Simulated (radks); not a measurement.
Results of a calculation; reference values are marked as such.
Lu21+, configuration [Kr] 4d10 4f4 (the NIST ground configuration). Code: a radial shooting solver on a logarithmic mesh with Libxc functionals. Model: non-relativistic Kohn-Sham, LB94 model potential, spin-polarised, spherical densities, point nucleus; open shells are filled with parallel spins first (spin-orbit coupling, left out, can overturn this in heavy ions); relativity is left out, which matters for an element this heavy. Some entries of the table are withheld. Estimate them.

orbital,occ.,eigenvalue (eV),r(max) (bohr)
1s down,1,-59255.59,0.01416
1s up,1,-59255.59,0.01416
2s down,1,-10171.93,0.07721
2s up,1,-10171.78,0.07721
2p down,3,-9762.336,0.05996
2p up,3,-9762.234,0.05996
3s up,1,-2774.366,0.2129
3s down,1,-2773.975,0.2128
3p up,3,-2585.451,0.2009
3p down,3,-2585.165,0.2008
3d up,5,-2231.956,0.1588
3d down,5,-2231.909,0.1588
4s up,1,(1),0.4720
4s down,1,(2),0.4722
4p up,3,-911.6136,0.4718
4p down,3,-906.7567,0.4721
4d up,5,(3),0.4644
4d down,5,(4),0.4647
4f up,4,-584.5675,0.4075
4f down,0,-580.2437,0.4070

Answer. 
(1) 4s up eigenvalue (eV): -990.5226
(2) 4s down eigenvalue (eV): -985.6151
(3) 4d up eigenvalue (eV): -768.4766
(4) 4d down eigenvalue (eV): -763.7285
